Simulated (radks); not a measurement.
Spherical quantum dot in the effective-mass picture: electrons in a parabolic well V = omega^2 r^2 / 2 with omega = 0.275, all in effective atomic units (hartree* = m*/eps^2 hartree, bohr* = eps/m* bohr), one dielectric constant everywhere. Method: non-relativistic Kohn-Sham, exchange-only LDA, spin-polarised, spherical densities; computed with a radial shooting solver with Libxc functionals. Levels are named by radial order and angular momentum (1s, 1p, 1d, 2s, ...), and open shells are averaged over m. Results are scaled to m* = 0.164 and eps = 4.2, for which hartree* = 253 meV and bohr* = 1.355 nm.

N = 9, configuration 1s2 1p6 1d(up 1, down 0). This is the lowest configuration that the search found. Occupied and some empty levels:

level    occupation  eigenvalue (meV)  <r> (nm)
1s up             1            645.12     4.473
1s down           1            647.90     4.387
1p up             3            675.19     5.384
1p down           3            679.14     5.343
1d up             1            711.88     6.044
1d down           0            716.37     6.030
2s up             0            726.47     5.123
2s down           0            728.96     5.154
1f up             0            753.68     6.587
1f down           0            758.35     6.590
2p up             0            772.22     5.873
2p down           0            775.02     5.882

Energy (meV): total 3814.55, kinetic 410.49, external 1408.3, Hartree 2382.1, exchange-correlation -386.42.

Electron density:

r (nm)  n(r) (e/nm^3)
0.219        0.004665
1.05         0.005300
1.87         0.006498
2.70         0.007715
3.52         0.008328
4.35         0.007892
5.18         0.006383
6.00         0.004289
6.83         0.002333
7.66         0.001008
8.48        0.0003431
9.31       0.00009179
10.1       0.00001926
11.0        3.189e-06
